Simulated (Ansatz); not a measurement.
Clusters of 5 atoms, halide: PBE0-D4/def2-SVP single points in Ansatz on relaxed structures, gas phase. Each cluster is the lowest isomer that a short search found in that spin, judged at the geometry's level, and lower ones may exist. Core potentials for Cd, Cs, I, Rb, Sn, no spin–orbit coupling. HOMO and LUMO are taken over both spins. Binding counts from free atoms in the multiplicity of their measured ground term, without zero-point energy. Singlets are spin-restricted. A dash marks a value that wasn't run or was left out as unsound. The structures are stationary points that may keep the symmetry of their start.

```tsv
species	atoms	state	geometry	HOMO (eV)	LUMO (eV)	gap (eV)	binding per atom (eV)	point group (within 0.1 Å)
Rb3H2⁺	5	singlet	r2SCAN-D4/def2-TZVP	-7.29	-3.24	4.04	–	C2v
Be2F3	5	doublet	r2SCAN-D4/def2-TZVP	-5.89	-1.88	4.01	4.07	C2v
CdCl4	5	singlet	PBE0-D4/def2-SVP	-8.69	-3.64	5.05	1.70	Cs
Na2Br3	5	doublet	PBE0-D4/def2-SVP	-6.88	-4.35	2.54	–	C2v
Cs2F3	5	doublet	r2SCAN-D4/def2-SVP	-6.57	-2.79	3.78	2.59	C2v
Cu2I3	5	doublet	B3LYP-D4/def2-SVP	-7.16	-4.97	2.19	2.12	C2v
Sn2F3	5	doublet	PBE0-D4/def2-SVP	-4.65	-1.99	2.66	3.31	Cs
Mg2I3	5	doublet	PBE-D4/def2-SVP	-5.55	-2.90	2.65	1.92	C2v
Li3H2	5	doublet	PBE-D4/def2-TZVP	-3.43	-0.75	2.68	1.54	C2v
```

The gap (eV) runs from 2.19 (Cu2I3) to 5.05 (CdCl4).
